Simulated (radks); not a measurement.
The promethium anion Pm- inside a hard spherical wall (all orbitals vanish at R), configuration held at [Xe] 4f6 6s2 and not refilled when levels cross. All-electron calculation, scalar-relativistic Kohn-Sham, LDA (Slater exchange, VWN5 correlation), spin-polarised, spherical densities, finite nucleus; open shells are filled with parallel spins first (spin-orbit coupling, left out, can overturn this in heavy ions); Fermi nuclear charge, rms radius 4.962 fm. Program: a radial shooting solver on a logarithmic mesh with Libxc functionals. Eigenvalues in eV for spin up, with the zero of energy where the potential of the charges vanishes at infinity; a dash marks a level that is unbound or too diffuse for the functional's potential to be trusted. A positive occupied level is held by the wall or, in an anion where self-interaction has pushed it up, behind a barrier. The pressure on the wall is -dE/dV.

R (bohr)  E (hartree)  kinetic (hartree)    e(5s)    e(5p)   e(6s)  e(6p, empty)  e(5d, empty)   e(4f)  pressure (GPa)
15        -10013.0553          10676.000  -36.538  -17.466   0.119             -             -   3.466          0.0390
6         -10012.7639          10676.784  -29.415  -10.708   6.378        10.640         8.463  10.924            12.5
5         -10012.4539          10677.751  -26.615   -8.113  11.196        17.390        11.745  14.024            45.2
4         -10011.5517          10680.820  -21.366   -3.120  23.181        33.143        18.576  20.159             231
3.5       -10010.4020          10684.815  -16.493    1.818  36.494        49.564        25.423  26.095             621
3         -10007.9027          10693.269   -8.168   10.828  61.916        79.385        37.803  36.254            1920
